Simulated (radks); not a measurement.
Species: Ni4+. Configuration: [Ar] 3d6. Calculated with a radial shooting solver on a logarithmic mesh with Libxc functionals: non-relativistic Kohn-Sham, PBE, spin-unpolarised, spherical densities, point nucleus.

Unscreened Slater integrals over Kohn-Sham orbitals (cm^-1).

F0(3d,3d): 240770
F2(3d,3d): 114000
F4(3d,3d): 71451
F0(3d,3p): 249330
F2(3d,3p): 119630
G1(3d,3p): 146820
G3(3d,3p): 90102
F0(3d,3s): 252810
G2(3d,3s): 111830
F0(3d,2p): 329910
F2(3d,2p): 67700
G1(3d,2p): 51677
G3(3d,2p): 29393
F0(3p,3p): 260480
F2(3p,3p): 130830
F0(3p,3s): 264080
G1(3p,3s): 175160
F0(3p,2p): 352990
F2(3p,2p): 71507
G0(3p,2p): 27644
G2(3p,2p): 29150
F0(3s,3s): 268040
F0(3s,2p): 356470
G1(3s,2p): 29502
F0(2p,2p): 925060
F2(2p,2p): 436980

Derived for the open shells (J is the average intra-shell exchange parameter used in DFT+U). 3d: Racah B = F2/49 - 5 F4/441 = 1517 cm^-1, C = 35 F4/441 = 5671 cm^-1, C/B = 3.74, F4/F2 = 0.627, J = (F2 + F4)/14 = 13250 cm^-1.
